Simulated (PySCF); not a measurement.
```xyz
9

N     -1.4808    -0.4340    -0.6107
Ge    -0.2390     0.7135     0.0883
C      1.5042    -0.2012     0.4889
O      1.6556    -1.3717     0.2536
H     -1.7424    -1.1837     0.0254
H     -1.1900    -0.8609    -1.4872
H     -0.8011     1.3015     1.3971
H      0.0213     1.8356    -0.9356
H      2.3467     0.3998     0.9394
```

Charge 0, multiplicity 1.

Give the Mulliken and meta-Löwdin atomic charges from PBE0-D4/def2-TZVP // PBE0-D4/def2-SVP in PySCF.


```csv
atom,Mulliken (e),meta-Löwdin (e)
N1,-0.63,-0.70
Ge2,0.25,0.56
C3,0.02,0.08
O4,-0.24,-0.36
H5,0.24,0.23
H6,0.24,0.23
H7,0.01,-0.06
H8,0.01,-0.06
H9,0.08,0.07
```
